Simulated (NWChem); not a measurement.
CdHOF; SMILES [Cd]([F])[OH]

```xyz
4

Cd     0.0033     0.0097     0.0000
F     -0.0260     1.9340     0.0000
O     -0.0898    -1.9428     0.0000
H      0.7935    -2.3297     0.0000
```
Atoms are numbered in this order, from 1.

Results from NWChem. All runs use the structure optimised with PBE0/def2-SVP. def2 effective core potentials on Cd; no spin-orbit coupling. B3LYP is NWChem's, with the RPA form of VWN correlation. Ions are spin-unrestricted doublets at the neutral geometry; other ion states weren't tried.

```
level                                  vertical ionisation energy, ΔSCF (eV)  −ε(HOMO) (eV)  ΔSCF minus −ε(HOMO) (eV)
-------------------------------------  -------------------------------------  -------------  ------------------------
B3LYP/def2-TZVP                                                        11.07           8.26                      2.81
PBE/def2-TZVP                                                          10.70           6.83                      3.87
r2SCAN/def2-TZVP                                                       10.77           7.16                      3.61
LDA (Slater exchange, VWN5)/def2-TZVP                                  11.10           7.12                      3.98
Hartree-Fock/def2-TZVP                                                     ?              ?                         ?
```

Q: Some entries are withheld; supply them.

A: 
- Hartree-Fock/def2-TZVP, vertical ionisation energy, ΔSCF (eV): 9.25
- Hartree-Fock/def2-TZVP, −ε(HOMO) (eV): 12.65
- Hartree-Fock/def2-TZVP, ΔSCF minus −ε(HOMO) (eV): -3.40
